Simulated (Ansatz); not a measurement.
```yaml
crystal:
  periodic: [false, false, false]
  atoms:
    - {symbol: F, position_ang: [-2.365280, -0.755104, -0.487121]}
    - {symbol: Si, position_ang: [-1.409152, -0.012157, 0.290815]}
    - {symbol: Cl, position_ang: [-1.539893, 2.150367, 0.000515]}
    - {symbol: O, position_ang: [-0.045909, -0.461773, 0.267523]}
    - {symbol: Si, position_ang: [1.441461, -0.153109, -0.254764]}
    - {symbol: H, position_ang: [-2.186553, -0.086807, 1.701509]}
    - {symbol: H, position_ang: [2.472836, -1.171258, 0.583251]}
    - {symbol: H, position_ang: [1.653829, -0.864168, -1.676624]}
    - {symbol: H, position_ang: [1.997576, 0.912943, -0.455048]}
basis:
  gaussian: {orbitals: def2-mTZVPP, fitting: {mean_field: cc-pVTZ-jkfit}}
hamiltonian: {xc: {name: revPBE}, dispersion: d4}
accuracy: high
relax: {f_tol: 0.0001, max_steps: 1}
```

```sh
$ ansatz run in.yaml --threads 4 --pin off --events-out ev --progress --plain --max-ram 10444MiB
```

Output, abridged:

```
Functional definition: revPBE
641 factors; integrals over basis functions are off by at most 2.6e-1 eV
mean field evaluation 1: about -33095.7432 eV, gradient 7.3e1 eV
mean field evaluation 2: about -33070.1712 eV, gradient 1.4e2 eV
mean field evaluation 4: about -33103.4752 eV, gradient 1.0e1 eV
mean field evaluation 8: about -33103.6622 eV, gradient 2.2e-1 eV
mean field evaluation 16: about -33103.6623 eV, gradient 5.5e-6 eV
mean field -33103.66227876 eV, -1216.5371502761 hartree, gradient 2.0e-8 eV, S^2 0.000000; 0 other end points of the search recorded, 0 dependent functions left out
reference -33103.66228417 eV, -1216.5371504750 hartree; 33, 33 occupied and 116, 116 virtual orbitals, 641 factors
relax step   1: F+E_penalty+E_count = -33104.31138912 eV  Δ(F+E_penalty+E_count) = +0.000e0 eV  max|allowed force component| = 1.086e1 eV/Å  Δτ_max = 0.0000 Å  (31 SCF iters, accepted)
Error: geometry relaxation did not converge after 1 steps: max|allowed force component| = 1.09e1 eV/Å (threshold 1.0e-4). Raise `relax.max_steps` over both its present limit and 1, loosen `relax.f_tol`, or start from a geometry closer to equilibrium. Where this run's directory can be resumed (`checkpoint.write`), a resume goes on for up to `relax.max_steps` more
```

Q: What is wrong with this run?

A: The relaxation is allowed too few steps for its threshold. The run did not converge.
